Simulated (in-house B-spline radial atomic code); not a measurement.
Values are calculated unless marked as measured or tabulated.
**Weak and strong correlation along the adiabatic connection**

Two-electron singlets in several external potentials (atomic units), by full CI in B-splines with partial waves to l = 8 (correlation energies up to 0.6 % small). The repulsion is scaled by λ at fixed density; W(λ) is the mean repulsion less the Hartree energy, W(0) = E_x, and the area under W from 0 to 1 is E_xc.

One system gave this curve:

```tsv
λ	W (hartree)
0	-0.82322
0.02	-0.82517
0.05	-0.82806
0.12	-0.8346
0.25	-0.84612
0.4	-0.85844
0.6	-0.87346
0.8	-0.88706
1	-0.89942
1.4	-0.92101
2	-0.94726
3	-0.97974
4.5	-1.0126
7	-1.046
10	-1.0699
```

(1) Which system is it?
A. ω²r²/2 − Z/r, ω = 0.0337, Z = 3
B. −Z exp(−kr)/r, Z = 1.68, k = 0.0102
C. −V exp(−r²/w²), V = 4.5, w = 5.18
D. −Z/r, Z = 6.09, wall at 7.11 bohr

## Answers

(1) B. The exchange energy sets the size: −Z exp(−kr)/r, Z = 1.68, k = 0.0102: E_x = -0.823, E_c = -0.0413; −Z/r, Z = 6.09, wall at 7.11 bohr: E_x = -3.58, E_c = -0.0449; ω²r²/2 − Z/r, ω = 0.0337, Z = 3: E_x = -1.65, E_c = -0.0434; −V exp(−r²/w²), V = 4.5, w = 5.18: E_x = -0.531, E_c = -0.0383 hartree.
